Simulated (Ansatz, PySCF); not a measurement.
Pair of molecules: N2 (SMILES N#N) (first 2 atoms) with PH3 (SMILES P); geometry from B3LYP-D3(BJ)/def2-TZVP, rigid monomers moved along the line of their centres of mass till N2···H6 is 3.76 Å.
(charge 0, multiplicity 1):
```csv
atom,x (Å),y (Å),z (Å)
N,0.6469,-0.2110,-0.5113
N,-0.3349,0.2639,-0.4876
P,0.0091,0.1175,4.0373
H,1.1042,0.6423,3.3040
H,0.0007,-1.1011,3.3111
H,-0.9545,0.7239,3.1911
```

Quantity: the interaction energy.

Monomers are frozen at their geometry in the pair; levels with a basis set take the counterpoise correction.

Frozen-core correlation. CBS: X⁻³ extrapolation of the correlation energy, Hartree–Fock from the larger set.

Run with Ansatz (Gaussian basis) for Hartree–Fock, density functionals and correlated methods; PySCF for the dispersion terms. 

Costs are ratios of core time to PBE/def2-TZVPPD (roughly 2.2 s), for whole runs (searches for the state included, and forces where a run took them) on one shared machine, so rough; each difference counts from -14.9 meV (CCSD(T)/CBS(aug-cc-pV(D+d)Z, aug-cc-pV(T+d)Z), a level with limits of its own).

A star marks coupled-cluster runs past 200 virtual orbitals, where the program's memory plan changes under this machine's limit, so their costs aren't comparable with smaller runs.

```csv
level,basis functions,cost
PBE/def2-TZVPPD,173,×1
PBE-D3(BJ)/def2-TZVPPD,173,×1
B3LYP/def2-TZVPPD,173,×2
B3LYP-D3(BJ)/def2-TZVPPD,173,×2
PBE0/def2-TZVPPD,173,×2
PBE0-D3(BJ)/def2-TZVPPD,173,×2
r2SCAN/def2-TZVPPD,173,×2
r2SCAN-D3(BJ)/def2-TZVPPD,173,×2
wB97X-V/def2-TZVPPD,173,×4
wB97M-V/def2-TZVPPD,173,×4
CCSD(T)/aug-cc-pV(D+d)Z,105,×6
CCSD(T)/aug-cc-pV(T+d)Z,216,×60*
```

With a budget of 10 times the cost of PBE/def2-TZVPPD, which level comes closest?

wB97X-V/def2-TZVPPD, at -0.5 meV; next is wB97M-V/def2-TZVPPD at 0.7 meV.

Each difference (meV): PBE/def2-TZVPPD 8.0; PBE-D3(BJ)/def2-TZVPPD -7.2; B3LYP/def2-TZVPPD 22.5; B3LYP-D3(BJ)/def2-TZVPPD 0.9; PBE0/def2-TZVPPD 10.2; PBE0-D3(BJ)/def2-TZVPPD -5.7; r2SCAN/def2-TZVPPD 6.5; r2SCAN-D3(BJ)/def2-TZVPPD -2.7; wB97X-V/def2-TZVPPD -0.5; wB97M-V/def2-TZVPPD 0.7; CCSD(T)/aug-cc-pV(D+d)Z 2.9; CCSD(T)/aug-cc-pV(T+d)Z 0.8.

Ansatz is an electronic-structure program.
